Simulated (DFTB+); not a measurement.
DFTB+ input (SCC-DFTB): The folder sk holds the Slater-Koster set scc that CP2K ships.

```
Geometry = xyzFormat {
8

C     -1.53205400     0.20257000    -0.14305100
C     -0.28430000    -0.60302200    -0.43480300
N      0.84794000    -0.05271400     0.13938800
C      1.79065500     0.38217500     0.69526900
H     -1.49562300     1.27735800    -0.43847400
H     -1.77492700     0.19674200     0.92748200
H     -2.38894300    -0.24060300    -0.66361600
H     -0.12190000    -0.75484400    -1.50559900
}
Hamiltonian = DFTB {
  SCC = Yes
  SCCTolerance = 1e-8
  MaxSCCIterations = 300
  Charge = -1
  SlaterKosterFiles = Type2FileNames {
    Prefix = "sk/"
    Separator = ""
    Suffix = ".spl"
    LowerCaseTypeName = Yes
  }
  MaxAngularMomentum {
    C = "p"
    H = "s"
    N = "p"
  }
  Filling = Fermi { Temperature [K] = 0 }
}
ParserOptions { ParserVersion = 14 }
```

Output:

```
|===============================================================================
|
|
|  Copyright (C) 2006 - 2025  DFTB+ developers group
|
|===============================================================================
|
|  When publishing results obtained with DFTB+, please cite the following
|  reference:
|
|    Recent Developments in DFTB+, a Software Package for Efficient Atomistic
|    Quantum Mechanical Simulations, J. Phys. Chem. A 129, 5373−5390 (2025).
|    [https://doi.org/10.1021/acs.jpca.5c01146]
|
|  You should also cite additional publications crediting the parametrization
|  data you use. Please consult the documentation of the SK-files for the
|  references.
|
|===============================================================================

Reading input file 'dftb_in.hsd'
Parser version: 14

--------------------------------------------------------------------------------
Reading SK-files:
./sk/cc.spl
./sk/cn.spl
./sk/ch.spl
./sk/nn.spl
./sk/nh.spl
./sk/hh.spl
Done.

Processed input in HSD format written to 'dftb_pin.hsd'

Starting initialization...
--------------------------------------------------------------------------------
WARNING!
-> Dipole printed for a charged system : origin dependent quantity
Mode:                        Static calculation
Self consistent charges:     Yes
SCC-tolerance:                 0.100000E-07
Max. scc iterations:                    300
Shell resolved Hubbard:      No
Spin polarisation:           No
Nr. of up electrons:            11.000000
Nr. of down electrons:          11.000000
Periodic boundaries:         No
Electronic solver:           Relatively robust
Mixer:                       Broyden mixer
Mixing parameter:                  0.200000
Nr. of chrg. vec. in memory:            300
Max. SCC-cycles:                        300
Electronic temperature:              0.100000E-07 H      0.272114E-06 eV
Initial charges:             Set automatically (system chrg:  -0.100E+01)
Included shells:             C:  s, p
                             N:  s, p
                             H:  s
Extra options:
                             Mulliken analysis

--------------------------------------------------------------------------------

***  Geometry step: 0

 iSCC Total electronic   Diff electronic      SCC error
    1   -0.93206923E+01    0.00000000E+00    0.10151911E+01
    2   -0.93651515E+01   -0.93206923E+01    0.52364057E+00
    3   -0.93785754E+01   -0.44459266E-01    0.16992970E+00
    4   -0.93792799E+01   -0.13423899E-01    0.85771695E-02
    5   -0.93792863E+01   -0.70447036E-03    0.41334675E-02
    6   -0.93792890E+01   -0.63771442E-05    0.96219659E-03
    7   -0.93792890E+01   -0.26735499E-05    0.13180739E-03
    8   -0.93792890E+01   -0.10912089E-07    0.76777668E-05
    9   -0.93792890E+01   -0.91009866E-09    0.96425454E-06
   10   -0.93792890E+01   -0.88231644E-11    0.45953053E-06
   11   -0.93792890E+01   -0.67501560E-13    0.15098326E-07
>> Charges saved for restart in charges.bin
   12   -0.93792890E+01   -0.19539925E-13    0.85406615E-08

Total Energy:                       -8.9929241776 H         -244.7099 eV
Extrapolated to 0K:                 -8.9929241776 H         -244.7099 eV
Total Mermin free energy:           -8.9929241776 H         -244.7099 eV
Force related energy:               -8.9929241776 H         -244.7099 eV

 Fermi distribution function

Calculation with static geometry

********************************************************************************
 iSCC Total electronic   Diff electronic      SCC error
   12   -0.93792890E+01   -0.19539925E-13    0.85406615E-08
********************************************************************************

 Total charge:    -1.00000000

 Atomic gross charges (e)
 Atom           Charge
    1      -0.09051355
    2      -0.49167278
    3       0.21001559
    4      -0.62158183
    5      -0.01468713
    6       0.00145152
    7      -0.00950542
    8       0.01649361

Nr. of electrons (up):     22.00000000
Atom populations (up)
 Atom       Population
    1       4.09051355
    2       4.49167278
    3       4.78998441
    4       4.62158183
    5       1.01468713
    6       0.99854848
    7       1.00950542
    8       0.98350639

l-shell populations (up)
 Atom Sh.   l       Population
    1   1   0       1.23864947
    1   2   1       2.85186407
    2   1   0       1.25562128
    2   2   1       3.23605150
    3   1   0       1.34585788
    3   2   1       3.44412652
    4   1   0       1.63768957
    4   2   1       2.98389226
    5   1   0       1.01468713
    6   1   0       0.99854848
    7   1   0       1.00950542
    8   1   0       0.98350639

Orbital populations (up)
 Atom Sh.   l   m       Population  Label
    1   1   0   0       1.23864947  s
    1   2   1  -1       0.93064043  p_y
    1   2   1   0       0.93868431  p_z
    1   2   1   1       0.98253933  p_x
    2   1   0   0       1.25562128  s
    2   2   1  -1       1.42521025  p_y
    2   2   1   0       1.00693006  p_z
    2   2   1   1       0.80391119  p_x
    3   1   0   0       1.34585788  s
    3   2   1  -1       1.16757500  p_y
    3   2   1   0       1.18491510  p_z
    3   2   1   1       1.09163642  p_x
    4   1   0   0       1.63768957  s
    4   2   1  -1       0.98122804  p_y
    4   2   1   0       0.94366941  p_z
    4   2   1   1       1.05899482  p_x
    5   1   0   0       1.01468713  s
    6   1   0   0       0.99854848  s
    7   1   0   0       1.00950542  s
    8   1   0   0       0.98350639  s

Fermi level:                         0.1761864222 H            4.7943 eV
Band energy:                        -3.6691893460 H          -99.8437 eV
TS:                                  0.0000000000 H            0.0000 eV
Band free energy (E-TS):            -3.6691893460 H          -99.8437 eV
Extrapolated E(0K):                 -3.6691893460 H          -99.8437 eV
Input / Output electrons (q):     22.0000000000     22.0000000000

Energy H0:                          -9.5246181098 H         -259.1780 eV
Energy SCC:                          0.1453291439 H            3.9546 eV
Total Electronic energy:            -9.3792889660 H         -255.2234 eV
Repulsive energy:                    0.3863647884 H           10.5135 eV
Total energy:                       -8.9929241776 H         -244.7099 eV
Extrapolated to 0:                  -8.9929241776 H         -244.7099 eV
Total Mermin free energy:           -8.9929241776 H         -244.7099 eV
Force related energy:               -8.9929241776 H         -244.7099 eV

Non-constrained calculation

SCC converged

Warning: dipole moment is not defined absolutely!
Dipole moment:   -1.16485803    0.00168593   -0.35319489 au
Dipole moment:   -2.96077403    0.00428522   -0.89773193 Debye
```

The dipole moment of an ion depends on the origin.

The geometry given is a B3LYP-D3(BJ)/def2-TZVP minimum.
